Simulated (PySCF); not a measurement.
Correlation energy of Mg (magnesium, neutral)

[Ne] 3s2, closed-shell 1S. Calculation: PySCF 2.14, in def2-TZVPPD (5s5p3d, 35 functions); no relativity, point nucleus. Frozen: 1s2; 10 electrons correlated.

```json
{"level": "CCSD", "correlation energy (mhartree)": "-200.54"}
{"level": "(T)", "correlation energy (mhartree)": "-2.06"}
{"level": "CCSD(T)", "correlation energy (mhartree)": "-202.60"}
{"level": "CCSDT", "correlation energy (mhartree)": "-202.63"}
```

Diagnostics: T1 = 0.0095, D1 = 0.0280, largest double amplitude 0.068.

Cost of the coupled-cluster step: of the order of 0.26 core-seconds, for 10 correlated electrons.

Iterations:

```
CC2 = 0
CCSD nocc = 5, nmo = 34
frozen orbitals [0]
max_cycle = 100
direct = 0
conv_tol = 1e-08
conv_tol_normt = 1e-06
diis_space = 8
diis_start_cycle = 0
Init t2, MP2 energy = -199.793146898817  E_corr(MP2) -0.186500306518507
Init E_corr(CCSD) = -0.186500306518822
cycle = 1  E_corr(CCSD) = -0.195381368892218  dE = -0.00888106237  norm(t1,t2) = 0.0493052
cycle = 2  E_corr(CCSD) = -0.198516148952283  dE = -0.00313478006  norm(t1,t2) = 0.0225716
cycle = 3  E_corr(CCSD) = -0.200541790471806  dE = -0.00202564152  norm(t1,t2) = 0.0115567
cycle = 4  E_corr(CCSD) = -0.200569569280556  dE = -2.77788088e-05  norm(t1,t2) = 0.001117
cycle = 5  E_corr(CCSD) = -0.200537316533943  dE = 3.22527466e-05  norm(t1,t2) = 0.000233807
cycle = 6  E_corr(CCSD) = -0.200541417148888  dE = -4.10061495e-06  norm(t1,t2) = 5.32947e-05
cycle = 7  E_corr(CCSD) = -0.200540591915194  dE = 8.25233693e-07  norm(t1,t2) = 1.2071e-05
cycle = 8  E_corr(CCSD) = -0.200540422660621  dE = 1.69254574e-07  norm(t1,t2) = 2.77241e-06
cycle = 9  E_corr(CCSD) = -0.200540474402648  dE = -5.17420277e-08  norm(t1,t2) = 6.43263e-07
cycle = 10  E_corr(CCSD) = -0.20054047036746  dE = 4.03518879e-09  norm(t1,t2) = 1.12255e-07
CCSD converged
E(CCSD) = -199.8071870626657  E_corr = -0.2005404703674597
CCSD(T) correction = -0.00205650566070633
```

This basis was not built for core-valence correlation, so the inner-shell part is incomplete.
